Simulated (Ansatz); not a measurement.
Reaction (isomerisation): `O[SiH2]O[SiH](Cl)Cl` → `O[Si@@H](Cl)[Si@@H](O)Cl`

Gas-phase electronic energies from Ansatz, PBE0-D4/def2-TZVP geometries. CBS: MP2 limit from def2 TZ/QZ plus the TZ coupled-cluster correction, frozen cores. Each species was taken in one conformer, which may not be the lowest.

```json
{"species": "`O[SiH2]O[SiH](Cl)Cl`", "HF/CBS(def2) energy (Eh)": "-1649.37569"}
{"species": "`O[Si@@H](Cl)[Si@@H](O)Cl`", "HF/CBS(def2) energy (Eh)": "-1649.31300"}
```

(1) Work out ΔE.

Largest T1 diagnostic among the species: 0.011.

Answers

(1) ΔE = (-1649.31300) − (-1649.37569) = 0.06269 Eh = +1.71 eV. CCSD(T)/CBS gives +1.44 eV.

From PBE to PBE0 (25 % exact exchange), in def2-TZVPP and without D4, ΔE moves by +0.12 eV. In def2-TZVPP, CCSD(T) changes the Hartree–Fock value by −0.22 eV (the triples alone add −0.03 eV) and MP2 by −0.15 eV.
